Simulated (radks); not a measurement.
Q: Numerical settings for the gold ion Au12+, [Kr] 4d10 4f14 5s2 5p5. Calculated with a radial shooting solver on a logarithmic mesh with Libxc functionals: scalar-relativistic Kohn-Sham, PBE, spin-polarised, spherical densities, point nucleus; open shells are filled with parallel spins first (spin-orbit coupling, left out, can overturn this in heavy ions). The defaults (mesh step 0.008 in ln r, mesh end at 40 bohr or more with all orbitals vanishing there, Anderson mixing 0.5 over 9 steps, residual threshold near 1e-9 with the energy settled to 1e-9 hartree or 1e-11 of itself, here a cap of 64 iterations) give E = -18969.392 hartree and 5p at -263.73 eV in 15 iterations. Run on one thread of a shared host, so times are rough (Arm Neoverse V1): 0.3 s of CPU time, 0.3 s wall, 15 iterations on 2476 mesh points. One setting is changed at a time: mesh step in ln r 0.02; mesh step in ln r 0.005; mesh step in ln r 0.08; mesh end (bohr) 400; mesh end (bohr) 1; residual threshold 1e-16; residual threshold 0.001; mixing 1; linear mixing, mixing 0.5; linear mixing, mixing 0.05; mixing history 20; iteration cap 8. Which runs fail to converge, and which converge to a wrong energy?

A: Not converged within the cap: mesh step in ln r 0.08; residual threshold 1e-16; linear mixing, mixing 0.05; iteration cap 8. Settled on a wrong energy, with an occupied level pushed above zero by the early mesh end: mesh end (bohr) 1 (+72.1 hartree). Apart from these: no run marked as converged misses the energy by more than 1 mhartree.
